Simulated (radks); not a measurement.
Radial electron density D(r) = 4 pi r^2 rho(r) of an atom or ion with 7 electrons. Method: scalar-relativistic Kohn-Sham, BLYP, spin-polarised, spherical densities, finite nucleus; Fermi nuclear charge, rms radius of each element as measured or else 0.836 A^(1/3) + 0.57 fm; computed with a radial shooting solver on a logarithmic mesh with Libxc functionals.

r (bohr)  D(r) (e/bohr)  spin D(r)
0.002114          8.233   0.000762
0.002327          9.578    0.00144
0.002562          11.11    0.00244
0.00282           12.86    0.00392
0.003104          14.84    0.00608
0.003389          16.88    0.00888
0.003731          19.35     0.0132
0.004107          22.10     0.0193
0.004521          25.13     0.0280
0.004976          28.44     0.0402
0.005477          32.02     0.0573
0.006029          35.85     0.0810
0.006637          39.89      0.114
0.007306          44.07      0.159
0.007978          47.98      0.216
0.008781          52.21      0.298
0.009666          56.31      0.411
0.01064           60.13      0.563
0.01171           63.52      0.766
0.01289           66.30       1.04
0.01419           68.33       1.39
0.01562           69.45       1.86
0.0172            69.56       2.46
0.01878           68.71       3.16
0.02067           66.76       4.12
0.02275           63.84       5.31
0.02504           60.14       6.77
0.02757           55.95       8.52
0.03035           51.66       10.6
0.0334            47.67       13.0
0.03677           44.43       15.6
0.04047           42.28       18.5
0.0442            41.49       21.3
0.04865           41.94       24.2
0.05355           43.61       26.9
0.05895           46.08       29.2
0.06489           48.74       30.8
0.07142           50.89       31.4
0.07862           51.82       31.0
0.08654           50.97       29.5
0.09526           48.07       26.8
0.104             43.67       23.7
0.1145            37.37       19.7
0.126             30.15       15.5
0.1387            22.81       11.5
0.1527            16.09       7.96
0.1681            10.51       5.13
0.1851            6.311       3.05
0.2037            3.459       1.66
0.2242            1.715      0.823
0.2448           0.8188      0.393
0.2695           0.3260      0.157
0.2967           0.1140     0.0552
0.3266          0.03465     0.0169
0.3595         0.009051    0.00445

What is the nuclear charge?

Answer. Z = 56. The innermost maximum, from 1s, lies near gamma/Z bohr with gamma = sqrt(1 - (Z/c)^2) = 0.913, here 0.0163 bohr (found: 0.0165), and its height grows with Z. The density is that of the barium ion Ba49+ in [He] 2s2 2p3; the configuration itself is not fixed sharply by these data, and Z only to a few units. D(r) has 2 maxima, at r = 0.0165, 0.0793 bohr, and minima at 0.0449 bohr, inside which lie 2.22 electrons.
